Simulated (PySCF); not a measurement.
Gas-phase reaction: ZrCl4 + HCl + O3 = ZrCl3OH + 2 ClO

Computed with PySCF and rigid-rotor harmonic-oscillator thermochemistry at 1 bar. † marks an energy on the PBE0/def2-TZVP geometry and frequencies; other levels use their own. Open shells (unrestricted): ClO (multiplicity 2, electronic degeneracy 4); the rest are closed-shell singlets. Spin-orbit splitting is ignored; it lowers the true energy and changes the entropy of ClO. B3LYP is the form with VWN-RPA correlation. Zr: scalar-relativistic def2 core potential, no spin-orbit coupling. ZrCl3OH: computed as isolated molecules; such fragments, hydroxides, amides, oligomers or adducts are transient or little studied in the gas. The harmonic model lacks anharmonicity and excited electronic states, which grow with temperature; levels with a mode under 35 cm⁻¹ are left out. Strong static correlation: O3. Soft modes under 120 cm⁻¹ make the harmonic entropy rough for ZrCl4, ZrCl3OH.

```
level               ΔE electronic, kJ  ΔH°(298 K), kJ  ΔS°(298 K), J/K  ΔG°(1000 K), kJ
------------------  -----------------  --------------  ---------------  ---------------
B3LYP/def2-TZVP†                  -29             -27               44              -75
BLYP/def2-TZVP†                     5               7               44              -41
M06-2X/def2-TZVP†                 -43             -41               44              -89
PBE/def2-TZVP†                     29              31               44              -17
PBE0/def2-QZVP†                   -26             -24               44              -72
PBE0/def2-SVP†                     33              35               44              -13
PBE0/def2-TZVP                    -20             -17               44              -66
r2SCAN/def2-TZVP†                  -1               1               44              -48
LDA/def2-TZVP†                     56              58               44               10
ωB97M-V/def2-TZVP†                -27             -25               44              -73
ωB97X-V/def2-TZVP†                -25             -23               44              -71
```
ΔH° is lowest at M06-2X/def2-TZVP† and highest at LDA/def2-TZVP†. No reference value is set beside these.
